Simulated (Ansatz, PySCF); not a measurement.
Breaking a bond: SeH, doublet.

Levels of theory: UKS-B3LYP = unrestricted B3LYP/aug-cc-pVDZ (Ansatz, a first-principles code); ROHF/aug-cc-pVDZ (Ansatz); UKS-B3LYP/6-31G* = unrestricted B3LYP/6-31G*, spherical d (PySCF 2.14.0).

Total energies in hartree (comparable only within one method and basis):

```
R / Å    UKS-B3LYP         ROHF  UKS-B3LYP/6-31G*
-----  -----------  -----------  ----------------
1.18   -2402.06697  -2400.32080       -2401.78863
1.24   -2402.09235  -2400.34595       -2401.81460
1.33   -2402.11516  -2400.36795       -2401.83800
1.37   -2402.12087  -2400.37315       -2401.84390
1.41   -2402.12448  -2400.37618       -2401.84766
1.47   -2402.12672  -2400.37742       -2401.85008
1.50   -2402.12667  -2400.37682       -2401.85010
1.55   -2402.12520  -2400.37438       -2401.84874
1.65   -2402.11842  -2400.36545       -2401.84213
1.71   -2402.11264  -2400.35828       -2401.83645
1.83   -2402.09886  -2400.34156       -2401.82288
1.97   -2402.08111  -2400.32016       -2401.80539
2.21   -2402.05147  -2400.28351       -2401.77623
2.43   -2402.03093  -2400.25274       -2401.75606
2.64   -2402.01887            —       -2401.74417
2.94   -2402.00982            —       -2401.73517
3.27   -2402.00539            —       -2401.73074
3.60   -2402.00344            —       -2401.72877
3.94   -2402.00256            —       -2401.72785
4.40   -2402.00212            —       -2401.72734
5.19   -2402.00194            —       -2401.72710
5.90   -2402.00192            —       -2401.72707
```

A dash means that the run gave no value there, or that the column was ended at a point which the program doubted or which failed a test of continuity chosen for this set; such a test can also cut sound points.

The unrestricted determinant behind UKS-B3LYP, UKS-B3LYP/6-31G* is spin-contaminated at 2.43 to 5.90 Å (<S²> up to 1.8, against 0.75 for a pure doublet).
